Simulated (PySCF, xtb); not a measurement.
SiHClBr2, SMILES Br[SiH](Br)Cl.

GFN2-xTB (xtb 6.7.1) at its own geometry gives an orbital gap of 5.99 eV and a dipole moment of 5.63 D.

The structure is a stationary point at B3LYP-D3(BJ)/def2-SVP.

### Question
What does PBE0/def2-TZVP in PySCF give? (Estimate from the structure and the level; the computed values follow.)

### Answer
gap 7.68 eV (levels -8.73 and -1.05 eV), dipole 0.77 D.
